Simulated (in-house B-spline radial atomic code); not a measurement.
Checks on a self-consistent run for Rh⁺, [Ar] 3d10 4s2 4p5 4d8 4f1. Level of theory: Dirac-Hartree-Fock, average of configuration, Fermi nucleus of rms radius 4.4945 fm; calculated with an all-electron radial atomic-structure program (B-spline basis).

| orbital | q | ε (Eh) | <1/r> | <r²> | small-component weight |
| --- | --- | --- | --- | --- | --- |
| 1s1/2 | 2 | -859.25487 | 47.0553 | 0.00143731 | 0.027085 |
| 2s1/2 | 2 | -128.21937 | 10.815 | 0.0236027 | 0.0056511 |
| 2p1/2 | 2 | -118.38434 | 10.7567 | 0.0178027 | 0.0056268 |
| 2p3/2 | 4 | -113.03958 | 10.1689 | 0.0191313 | 0.00542 |
| 3s1/2 | 2 | -24.83726 | 3.76398 | 0.172359 | 0.0015681 |
| 3p1/2 | 2 | -20.93396 | 3.65527 | 0.169537 | 0.0015038 |
| 3p3/2 | 4 | -19.98299 | 3.51632 | 0.178604 | 0.0014509 |
| 3d3/2 | 4 | -13.14405 | 3.33345 | 0.16083 | 0.0013274 |
| 3d5/2 | 6 | -12.95899 | 3.29693 | 0.163674 | 0.0013112 |
| 4s1/2 | 2 | -4.38353 | 1.38876 | 1.0911 | 0.00036146 |
| 4p1/2 | 1.6667 | -3.16776 | 1.27704 | 1.27595 | 0.00031633 |
| 4p3/2 | 3.3333 | -3.01524 | 1.23786 | 1.34182 | 0.0003037 |
| 4d3/2 | 3.2 | -1.09039 | 0.939915 | 2.35261 | 0.00018643 |
| 4d5/2 | 4.8 | -1.07238 | 0.9285 | 2.40629 | 0.00018264 |
| 4f5/2 | 0.42857 | -0.12578 | 0.127755 | 87.6952 | 3.4931e-06 |
| 4f7/2 | 0.57143 | -0.12580 | 0.127813 | 87.645 | 3.4966e-06 |

Electron-electron repulsion V_ee = 1781.5001 hartree.

Q: What total energy follows from the eigenvalues?

A: The eigenvalues count the repulsion twice, so E = Σqε - V_ee = -2998.540 - 1781.500 = -4780.040 hartree; the run printed -4780.040.

Q: Does the Dirac virial theorem hold?

A: For a point nucleus E = -2c²Σq·w, with w the small-component weight. Here Σq·w = 0.12727 and c = 137.0360, so the ratio E/(-2c²Σq·w) is 1.000033; the finite nucleus accounts for the departure from 1.

Q: What diamagnetic shielding (Lamb formula) and susceptibility (Langevin formula) do the radii give?

A: σ = (α²/3)Σq<1/r> = 256.573/(3·137.036²) = 4554.3 ppm, and χ = -0.79199×10⁻⁶·Σq<r²> = -94.02×10⁻⁶ cm³/mol with Σq<r²> = 118.71 bohr². Both are non-relativistic formulas without the paramagnetism of open shells.
